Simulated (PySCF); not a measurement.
A small calculation by hand: chemical shift, span and skew from a shielding tensor

SiH2Br2, SMILES Br[SiH2]Br. Atoms are numbered in the order given.

```xyz
5

Si     0.0000     0.0000     1.0028
Br     1.8310     0.0000    -0.2528
Br    -1.8310     0.0000    -0.2528
H      0.0000    -1.2322     1.8293
H      0.0000     1.2322     1.8293
```

Geometry optimised at r2SCAN-D4/def2-SVP.

GIAO shieldings from B3LYP/pcSseg-1 (PySCF), non-relativistic, no solvent. The symmetric part of the tensor of Si1 has the principal values 246.8, 354.6, 364.2 ppm. The same nucleus in TMS has σ = 338.7 ppm at this level (PySCF, at its B3LYP-D3(BJ)/def2-TZVP geometry). Without spin–orbit terms, shifts of atoms bonded to Cl or Br come out too high.

Q: Work out the isotropic shielding, the ²⁹Si shift against TMS, the span and the skew.

A: 
σ(iso) = (σ11 + σ22 + σ33)/3 = 321.9 ppm. δ = σ(ref) − σ(iso) = 338.7 − (321.9) = 16.8 ppm.
Span Ω = σ33 − σ11 = 117.4 ppm. Skew κ = 3(σ(iso) − σ22)/Ω = -0.84. Tumbling in solution averages the tensor to δ; in a static solid the shielding alone would spread this spin-1/2 line over Ω.
